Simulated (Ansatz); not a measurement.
Ligand exchange: GeH3(CH3) + CH4S → GeH2(CH3)(SH) + CH4

Species: GeH3(CH3) (methyl germane), singlet; CH4S (methanethiol) `CS`, singlet; GeH2(CH3)(SH), singlet; CH4 (methane) `C`, singlet. The partners trade H for SH: Ge–H and C–SH bonds give way to Ge–SH and C–H.

Shapes, held fixed at every level: PBE0-D4/def2-TZVP. Flexible molecules stand in one conformer, not always the lowest. Programs: Ansatz 0.2.0. The zero-point and thermal change to 298 K, harmonic and unscaled (PBE0-D4/def2-TZVP), is +4.7 kJ/mol.

```tsv
level	kind	ΔH(298 K) (kJ/mol)	less CCSD(T)/def2-TZVPP	CPU time (sum over the molecules)
HF/def2-SVP	Hartree–Fock	-106.0	+0.3	–
BHLYP-D4/def2-TZVPP	global hybrid	-109.1	-2.8	13 s
r2SCAN0-D4/def2-TZVPP	global hybrid	-109.3	-3.0	22 s
wB97M-V/def2-TZVPP	range-separated hybrid	-105.0	+1.3	42 s
wB97X-V/def2-TZVPP	range-separated hybrid	-102.9	+3.4	33 s
B2PLYP/def2-TZVPP	double hybrid	-106.0	+0.3	24 s
CCSD/def2-TZVPP	coupled cluster or CI	-105.5	+0.8	–
CCSD(T)/def2-TZVPP	coupled cluster or CI	-106.3	0.0	84 s
```

The highest level, CCSD(T)/def2-TZVPP, gives ΔH(298 K) = -106.3 kJ/mol; the levels span -109.3 to -102.9. The column of differences is taken from that level and isn't an error. No measured value is set beside it here. Relativity is left out for Ge. Outer-core shells of Ge are correlated, in sets that cover them unevenly. Times are processor times on shared x86 and Arm servers, and rough.
